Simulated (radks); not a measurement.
Q: The tellurium anion Te2-, [Xe], held by a Watson sphere: a shell of charge +2 at radius R that stands for the Madelung well of a crystal (potential energy -2/R inside, -2/r outside, in hartree with lengths in bohr). Calculated with a radial shooting solver on a logarithmic mesh with Libxc functionals: scalar-relativistic Kohn-Sham, LDA (Slater exchange, Perdew-Wang correlation), spin-unpolarised, spherical densities, point nucleus. Response by self-consistent Sternheimer equations with the Hartree and adiabatic LDA kernel, the relativistic mass of each level held fixed and spin-orbit coupling left out. The sphere does not respond.

| R (bohr) | e(4d) (eV) | e(5s) (eV) | e(5p) (eV) | <r> 5p (bohr) | sum of <r^2> (bohr^2) | X-ray form factor at sin(theta)/lambda = 0.1 1/angstrom | alpha (bohr^3) |
|---|---|---|---|---|---|---|---|
| 2.41 | -41.177 | -16.612 | -7.521 | 2.602 | 75.92 | 49.358 | 41.36 |
| 4.23 | -38.802 | -13.265 | -4.966 | 3.022 | 94.69 | 48.728 | 95.63 |
| 4.28 | -38.756 | -13.200 | -4.902 | 3.031 | 95.15 | 48.717 | 97.80 |
| 4.3 | -38.738 | -13.174 | -4.877 | 3.035 | 95.34 | 48.713 | 98.68 |
| 4.42 | -38.629 | -13.024 | -4.727 | 3.056 | 96.45 | 48.687 | 104.1 |
| 4.78 | -38.315 | -12.606 | -4.303 | 3.117 | 99.69 | 48.620 | 121.9 |
| 5.65 | -37.637 | -11.772 | -3.424 | 3.243 | 107.1 | 48.504 | 176.0 |

Estimate the row for R = 2.51 bohr.

A: e(4d) (eV) -40.938; e(5s) (eV) -16.370; e(5p) (eV) -7.394; <r> 5p (bohr) 2.628; sum of <r^2> (bohr^2) 76.98; X-ray form factor at sin(theta)/lambda = 0.1 1/angstrom 49.313; alpha (bohr^3) 43.17.
